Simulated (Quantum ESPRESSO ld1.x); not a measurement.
Species: Zn XIII. Configuration: [Ar].

Calculated with ld1.x of Quantum ESPRESSO 7.5: scalar-relativistic Kohn-Sham, PBEsol, spin-unpolarised, spherical densities, point nucleus.

Energy parts (hartree):
part                     energy
total                 -1733.683
kinetic                1762.822
electron-nucleus      -3925.106
Hartree                 486.919
exchange-correlation    -58.318

Orbitals (lengths in bohr, moments of r in powers of bohr):
orbital  occ.  eigenvalue (hartree)       <r^4>
1s          2              -363.277  0.00002994
2s          2              -56.3244    0.006181
2p          6              -50.6824    0.004562
3s          2              -16.4976      0.2634
3p          6              -14.7454      0.2790
3d          0              -12.0613      0.2557
4s          0              -7.38374       4.410

The highest occupied level is 3p at -401.24 eV. For comparison, the ionisation energy in NIST's Atomic Spectra Database is 418 eV (semi-empirical). In exact Kohn-Sham theory the highest level is minus the ionisation energy, but local and semilocal functionals leave it too shallow, through self-interaction and a potential that decays too fast; potentials with the right tail come closer. The density falls to 0.001 e/bohr^3 at r = 1.61 bohr. Summed over all electrons, <r^2> = 3.789 bohr^2, which gives a Langevin (diamagnetic) susceptibility term of -3 x 10^-6 cm^3/mol.
